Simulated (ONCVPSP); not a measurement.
## Cr, ONCV: configuration errors across variants

ONCVPSP 4.0.1 input, shortened (lines: element, Z, core and valence counts, functional; n l f; lmax; l rc ep ncon nbas qcut; lloc lpopt rc5 dvloc0; l nproj debl; icmod fcfact rcfact), PBEsol, scalar-relativistic:

```
  Cr 24.00    4    3  -116133      upf
    1    0    2.00
    2    0    2.00
    2    1    6.00
    3    0    2.00
    3    1    6.00
    3    2    5.00
    4    0    1.00
    2
    0    2.55    0.00    4    6    3.20
    1    1.35    0.00    3    8   12.50
    2    2.10    0.00    3    8    7.50
    4    5    1.15    0.00
    0    3    1.40
    1    2    2.70
    2    3    2.50
    3    4.25    1.50
```

All-electron excitation energies from the reference (eV): (1) 3p6 3d5 4s0 6.874; (2) 3p6 3d4 4s0 22.889; (3) 3p6 3d4 4s2 -0.093.

1 further variants failed, have other tests or too few solved ones, and are left out.

A true bound ghost makes a file unfit for plane-wave use even where its test errors are small: the radial tests pick states by their node count and pass the ghost by.

Errors AE − PS in meV (a dash: test not solved or not reliable):

| change | (1) | (2) | (3) | bound ghosts | GHOST(+) flags above zero |
| --- | --- | --- | --- | --- | --- |
| base | +0.1 | +49 | +33 | s | s |
| all radii but the core radius scaled by about 0.83 (s 2.10, p 1.12, d 1.74 bohr); local potential polynomial inside 0.96 bohr (lpopt 5, dvloc0 0 Ha) | -2.8 | +26 | +0.6 | s | s |
| all radii but the core radius scaled by about 0.92 (s 2.34, p 1.24, d 1.92 bohr); local potential polynomial inside 1.06 bohr (lpopt 5, dvloc0 0 Ha) | -2.2 | +39 | +15 | s | none |
| all radii but the core radius scaled by about 0.95 (s 2.42, p 1.28, d 1.98 bohr); local potential polynomial inside 1.08 bohr (lpopt 5, dvloc0 0 Ha) | -1.5 | +43 | +21 | s | none |
| all radii but the core radius scaled by about 1.08 (s 2.76, p 1.46, d 2.28 bohr); local potential polynomial inside 1.24 bohr (lpopt 5, dvloc0 0 Ha) | +3.1 | +56 | +57 | none | s |
| all radii but the core radius scaled by about 1.15 (s 2.94, p 1.56, d 2.42 bohr); local potential polynomial inside 1.32 bohr (lpopt 5, dvloc0 0 Ha) | +5.4 | +59 | +78 | none | s |
| all radii but the core radius scaled by about 1.19 (s 3.04, p 1.60, d 2.50 bohr); local potential polynomial inside 1.38 bohr (lpopt 5, dvloc0 0 Ha) | +6.7 | +60 | +92 | none | s |
| all radii but the core radius scaled by about 1.30 (s 3.32, p 1.76, d 2.74 bohr); local potential polynomial inside 1.50 bohr (lpopt 5, dvloc0 0 Ha) | +10 | +64 | +148 | none | s |

Task: Give the same row for: all radii but the core radius scaled by about 1.27 (s 3.24, p 1.72, d 2.66 bohr); local potential polynomial inside 1.46 bohr (lpopt 5, dvloc0 0 Ha).

Result: +9.4, +61, +128; bound ghosts: none; GHOST(+) flags above zero: s.
